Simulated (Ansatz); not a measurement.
`O[B](F)[InH2]` + CH₃OH → `C[O][InH2]` + `OBF`  (cleavage of the In–B bond)

Program: Ansatz. Geometries: PBE0-D4/def2-TZVP. ΔE: electronic, gas phase. CCSD(T)/CBS is the MP2 limit (def2-TZVPP, def2-QZVPP) plus CCSD(T) − MP2 in def2-TZVPP, frozen cores. This one scheme is used for every species. Functionals use def2-TZVPP. B3LYP here is the variant with VWN-RPA as its local correlation; programs differ in this. Elements past krypton have def2 core potentials. For In outer-core shells are correlated without core-valence functions, which leaves a few kJ/mol of doubt a bond. One conformer a species, not always the lowest.

Problem. Is it downhill or uphill in electronic energy at CCSD(T)/CBS, and by how much? (Estimate.)

Solution. The calculation gave: Downhill: ΔE = -0.67 eV.

Problem. What do these levels give: LDA (SPW92), BLYP-D4, r2SCAN0-D4, PBE-QIDH, B3LYP, HF/CBS(def2)? (Best estimate.)

Solution. Ansatz gave: LDA (SPW92) -0.53, BLYP-D4 -0.70, r2SCAN0-D4 -0.59, PBE-QIDH -0.58, B3LYP -0.65, HF/CBS(def2) -0.69 eV.

Problem. What do rigid-rotor, harmonic-oscillator terms from PBE0-D4/def2-TZVP frequencies (298.15 K, 1 bar) make of the CCSD(T)/CBS value? (Estimate.)

Solution. Computed: ΔZPE = -0.03 eV, ΔH = -0.72 eV, ΔS = -9 J/(mol·K), ΔG = -0.69 eV.

Largest T1 diagnostic among the species: 0.017.

From PBE to PBE0 (25 % exact exchange), in def2-TZVPP and without D4, ΔE moves by +0.04 eV. Leaving LDA and LC-ωPBE aside and taking each functional with its dispersion term where it has one, the values, not all of them listed here, spread over 0.18 eV, from BLYP-D4 to HSE06-D4. At CCSD(T), def2-SVP lies −0.07 eV from the extrapolated value and def2-TZVPP +0.05 eV.
